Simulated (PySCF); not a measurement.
Si(H)(Cl), HClSi, SMILES [SiH]Cl (PBE0/def2-SVP optimised geometry):

```
3

Si    -0.673    -1.041     0.000
H      0.864    -1.041     0.000
Cl    -0.864     1.041     0.000
```

Level of theory: PBE0/def2-TZVP run with PySCF.

Task: What are the frontier orbital energies and the dipole moment?

Result: HOMO-2 -9.88 eV, HOMO-1 -9.62 eV, HOMO -7.01 eV, LUMO -3.00 eV, LUMO+1 -0.12 eV; dipole moment 1.04 D.

Meta-Löwdin charges at PBE0/def2-TZVP: Si1 0.35, H2 -0.10, Cl3 -0.25.
